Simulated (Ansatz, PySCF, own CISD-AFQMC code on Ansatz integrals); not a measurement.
Isomers of H6B2Si. All species are isolated molecules in the gas phase. One relaxed conformer stands for each flexible species; it need not be the lowest. Strings in code marks are SMILES.

Quantity: electronic energy of isomers of H6B2Si relative to `BB[SiH3]`, in kcal/mol. AFQMC values (own CISD-AFQMC code on Ansatz (a first-principles code) integrals) carry a statistical error of up to ±0.22 kcal/mol (one standard error) and the bias of the phaseless constraint.

Level 1: frozen-core phaseless AFQMC with a CISD trial state/cc-pVDZ // PBE0-D3(BJ)/def2-TZVP (own CISD-AFQMC code on Ansatz integrals)
Level 2: BLYP/cc-pVTZ // PBE0-D3(BJ)/def2-TZVP (Ansatz)
Level 3: B3LYP/LANL2DZ // PBE0-D3(BJ)/def2-TZVP (PySCF)
Level 4: SVWN5/6-31G* // PBE0-D3(BJ)/def2-TZVP (PySCF)

```json
[
 {"species": "`B[SiH2]B`", "level 2": "9.12", "level 3": "6.12", "level 4": "9.68"}
]
```

### Question
What does level 1 give for each?

### Answer

- `B[SiH2]B`: 5.52
